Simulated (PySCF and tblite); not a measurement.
Values are calculated unless marked as measured or tabulated.
System: C5H4OS, numbered as in [O:1]=[CH:2][c:3]1[cH:4][cH:5][cH:6][s:7]1.

For the rotation about the C3–C2 bond (torsion C4–C3–C2–O1 from 0° to 180°, rising): electronic barrier 10.65 kcal/mol, zero-point change -0.44 kcal/mol, thermal and entropy terms at 350 K a further 0.41 kcal/mol (symmetry numbers apart). The minimum is Cs, the saddle C1. Level: PBE0/pcSseg-1 + D3(BJ) on GFN2-xTB stationary points, with GFN2-xTB thermal terms. Rate constants are transition-state-theory values, counting equivalent paths, without tunnelling. Run with tblite and PySCF.

(1) How many equivalent paths lead out of the minimum?

(2) Work out the rate at 350 K.

Answers

(1) 2: the symmetry number of the minimum is 1, that of the saddle displaced along its mode 1, and the displaced saddle is chiral while the minimum is not, which doubles the count.

(2) ΔG‡ = 10.62 kcal/mol; k_B T/h = 7.3×10¹² s⁻¹; exp(−ΔG‡/RT) = 2.3×10⁻⁷; times 2 gives k = 3.4×10⁶ s⁻¹. Wigner's tunnelling factor for the 173i cm⁻¹ mode would be 1.02.
